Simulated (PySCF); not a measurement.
[V(H2O)6]2+, H12O6V (charge +2 and quartet state).
Cartesian coordinates in Å at the PBE0-D3(BJ)/def2-SVP level; atoms count from 1:
```xyz
19
H12O6V angstrom
O      0.5735   -1.9234    0.7356
V     -0.0048   -0.0009    0.0022
O     -1.1329    0.3739    1.7787
O     -1.7380   -0.8499   -0.9097
O     -0.5772    1.9281   -0.7235
O      1.7251    0.8505    0.9237
O      1.1240   -0.3716   -1.7751
H      1.1240   -2.5680    0.2694
H      0.3251   -2.3282    1.5782
H     -2.0571    0.1349    1.9350
H     -0.8029    0.7564    2.6036
H     -2.4071   -0.3758   -1.4226
H     -2.0058   -1.7792   -0.8970
H     -1.1344    2.5686   -0.2600
H     -0.3309    2.3313   -1.5674
H      1.9953    1.7788    0.8986
H      2.4005    0.3784    1.4301
H      2.0488   -0.1350   -1.9322
H      0.7924   -0.7569   -2.5980
```

Computed, not measured: PBE0-D3(BJ)/def2-SVP geometry optimisation, gas phase in PySCF 2.14.0.

Which atoms are bound to V2, and at what distances?

6 atoms: O4 2.135 Å, O6 2.137 Å, O1 2.137 Å, O3 2.138 Å, O7 2.138 Å, O5 2.139 Å. The nearest atom not counted as bound is H8, at 2.82 Å (others tie with it).

List the angles at V2.

```tsv
angle	degrees	distance of the outer atoms (Å)
O3–V2–O7	179.9	4.28
O4–V2–O6	179.7	4.27
O1–V2–O5	179.7	4.28
O5–V2–O7	90.9	3.05
O1–V2–O3	90.9	3.05
O1–V2–O4	90.5	3.03
O4–V2–O7	90.3	3.03
O5–V2–O6	90.2	3.03
O6–V2–O7	90.0	3.02
O3–V2–O6	89.9	3.02
O4–V2–O5	89.8	3.02
O3–V2–O4	89.8	3.02
O1–V2–O6	89.5	3.01
O1–V2–O7	89.2	3.00
O3–V2–O5	89.0	3.00
```

What is the shape at V2?

Octahedral: the three widest angles are 179.9°, 179.7° and 179.7°, the others run from 89.0° to 90.9°.

What are the other bond lengths?

O1–H8 and 5 like bonds 0.967 Å; O1–H9, O5–H15 0.967 Å; O3–H10 and 3 like bonds 0.967 Å.

Charge +2, quartet. ⟨S²⟩ = 3.753 (exact for a quartet: 3.75). No counter-ion or solvent screens the charge of this multiply charged ion. Not checked by PBE0-D3(BJ)/def2-SVP frequencies.
